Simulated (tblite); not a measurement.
C₆H₁₁OP.
Structure used (GFN2-xTB), in Å, numbered top down from 1:
```
atom  x, y, z in Å
C1     2.542    0.190    0.896
O2     1.455    0.738    0.195
C3     0.334   -0.034    0.025
C4    -0.785    0.470   -0.499
C5    -0.981    1.889   -0.922
C6    -1.894   -0.520   -0.719
P7    -1.471   -2.014    0.307
C8     0.323   -1.508    0.343
H9     3.316    0.956    0.882
H10    2.285   -0.035    1.937
H11    2.927   -0.716    0.416
H12   -1.202    1.941   -1.988
H13   -1.818    2.334   -0.385
H14   -0.081    2.462   -0.718
H15   -2.873   -0.128   -0.432
H16   -1.955   -0.810   -1.775
H17   -1.768   -1.383    1.526
H18    0.882   -2.071   -0.415
H19    0.753   -1.750    1.317
```

Calculated harmonic vibrations of the isolated species, GFN2-xTB (tblite), most abundant isotopes, no scaling. The method is semi-empirical: single wavenumbers can be off by several per cent or more. Modes of hydrogen on phosphorus can be 10 to 20 % off. One conformer, not necessarily the lowest.

Harmonic wavenumbers (cm⁻¹): 54.2, 121.3, 124.5, 154.1, 204.8, 223.6, 282.5, 307.0, 412.1, 468.4, 484.3, 529.2, 702.5, 726.9, 758.3, 767.6, 784.9, 927.6, 933.0, 952.2, 1023.6, 1033.2, 1080.8, 1098.8, 1116.5, 1123.7, 1153.9, 1182.0, 1193.2, 1244.9, 1277.2, 1397.5, 1409.0, 1435.6, 1443.7, 1477.5, 1478.2, 1481.9, 1483.7, 1729.5, 2229.0, 2899.0, 2904.1, 2920.0, 2940.8, 2956.9, 2962.2, 2986.7, 3002.7, 3021.5, 3059.5.

A = 2345, B = 1432, C = 924.9 MHz; mass 130.055 u (most abundant isotopes); point group C1, symmetry number 1.

Question: Zero-point energy?

Answer: ½Σν̃ = 33833 cm⁻¹ = 96.73 kcal/mol.

Question: Entropy at 500 K, 1 bar (ideal gas, RRHO, classical rotation)?

Answer: Translation 43.10, rotation 30.57, vibration 45.02: S = 118.7 cal/(mol K).

Question: And Cp and H(500 K) − H(0)?

Answer: Cp = 55.20 cal/(mol K), of which vibrations give 47.25 (their classical limit is 51 R = 101.3); H(500 K) − H(0) = 15.90 kcal/mol without the zero-point energy, 11.92 from vibrations.

Question: What must be added to the electronic energy to get the Gibbs energy at 500 K and 1 bar?

Answer: ZPE + [H(500 K) − H(0)] − T·S = 96.73 + 15.90 − 59.34 = 53.29 kcal/mol.

Question: Blend soft modes into free rotors: weight 1/[1 + (100 cm⁻¹/ν̃)⁴] for the oscillator and the rest for a rotor with moment μB/(μ + B), μ = h/(8π²ν), B = 10⁻⁴⁴ kg m². What vibrational entropy results?

Answer: 42.76 cal/(mol K) in place of 45.02, which changes −T·S at 500 K by +1.13 kcal/mol.

Question: Which modes carry the vibrational entropy at 500 K?

Answer: 54.2 cm⁻¹: 5.68; 121.3 cm⁻¹: 4.09; 124.5 cm⁻¹: 4.04; 154.1 cm⁻¹: 3.62; 204.8 cm⁻¹: 3.07; 223.6 cm⁻¹: 2.90 cal/(mol K); the other 45 give 21.62 together.

Question: How do the functions run with temperature in this model?

Answer: 
```json
{"T (K)": "50", "S (cal/(mol K))": "57.4", "Cp (cal/(mol K))": "12.0", "H − H(0) (kcal/mol)": "0.47", "G − H(0) (kcal/mol)": "-2.40", "ln q(vib)": "0.31"}
{"T (K)": "100", "S (cal/(mol K))": "67.5", "Cp (cal/(mol K))": "17.7", "H − H(0) (kcal/mol)": "1.22", "G − H(0) (kcal/mol)": "-5.54", "ln q(vib)": "1.23"}
{"T (K)": "298.15", "S (cal/(mol K))": "95.2", "Cp (cal/(mol K))": "36.5", "H − H(0) (kcal/mol)": "6.56", "G − H(0) (kcal/mol)": "-21.82", "ln q(vib)": "5.82"}
{"T (K)": "373.15", "S (cal/(mol K))": "104.2", "Cp (cal/(mol K))": "44.0", "H − H(0) (kcal/mol)": "9.58", "G − H(0) (kcal/mol)": "-29.30", "ln q(vib)": "7.61"}
{"T (K)": "750", "S (cal/(mol K))": "144.3", "Cp (cal/(mol K))": "71.2", "H − H(0) (kcal/mol)": "31.84", "G − H(0) (kcal/mol)": "-76.40", "ln q(vib)": "16.57"}
{"T (K)": "1000", "S (cal/(mol K))": "166.3", "Cp (cal/(mol K))": "81.6", "H − H(0) (kcal/mol)": "51.03", "G − H(0) (kcal/mol)": "-115.30", "ln q(vib)": "22.18"}
```

q(vib) and H(0) count from the zero-point level.

Hindered rotation and anharmonicity are outside this model. Other conformers, if any are populated, would add a mixing term that is left out. The structure is chiral; the term R ln 2 for an equal mix with its mirror image is left out.
